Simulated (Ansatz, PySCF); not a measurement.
Species: CH₃OS, charge 0, doublet. CH3OS (SMILES C[S]=O, doublet).
B3LYP-D3(BJ)/def2-TZVP minimum from Ansatz (a first-principles code):
```xyz
6

C     -1.3941     0.3113     0.0856
S      0.2181    -0.4773    -0.1605
O      1.2502     0.5488     0.2074
H     -1.4940     0.6074     1.1297
H     -2.1650    -0.4153    -0.1755
H     -1.4683     1.1870    -0.5589
```
Charge 0, spin multiplicity 2.

Atomisation energy term by term, kcal/mol (programs: Ansatz). Radicals and triplets start from unrestricted determinants; spin-orbit coupling is neglected. Correlated methods leave the cores frozen. Rows without X2C or -DK are non-relativistic. CBS(X,Y): correlation extrapolated as X^-3, Hartree-Fock from the larger set. A bracket is a step between two methods taken in the basis named. '+ core + X2C': CCSD(T) terms for core correlation (cc-pwCVTZ, 1s frozen past Ne) and scalar relativity (cc-pVTZ-DK). For partners of very few electrons the exact lower level stands in for a higher one. The UHF reference of CH3OS (C[S]=O, doublet) is spin-contaminated (<S^2> up to 0.04 over the pure value in the sets run).

```tsv
term	basis	kcal/mol
Hartree-Fock	cc-pV(Q+d)Z	329.11
CCSD correlation	CBS(cc-pV(T+d)Z,cc-pV(Q+d)Z)	147.65
(T)	CBS(cc-pV(T+d)Z,cc-pV(Q+d)Z)	11.72
CCSDT(Q) - CCSD(T)	cc-pV(D+d)Z	1.07
core correlation	cc-pwCVTZ	1.79
scalar relativity	X2C, cc-pVTZ-DK	-0.70
minus zero-point energy	harmonic, PySCF's Hessian at B3LYP-D3(BJ)/def2-TZVP	-25.12
sum: D0		465.5
```
